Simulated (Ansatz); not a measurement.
Task: Name a neutral molecule of C, F, In and H with LUMO energy (PBE/def2-TZVPP) between -2.65 and -2.35 eV and LUMO energy (PBE0/def2-TZVPP) between -1.80 and -1.50 eV (Ansatz, PBE0-D4/def2-TZVP geometry).

Result: `C=[C](F)[InH][CH3]` (-2.40 eV, -1.66 eV); `F[CH2][InH2]` (-2.52 eV, -1.79 eV); `C[CH](F)[InH2]` (-2.54 eV, -1.79 eV); `F[CH2][InH][F]` (-2.37 eV, -1.67 eV). Other molecules can fit too; these were computed, each in one conformer that needn't be the lowest.
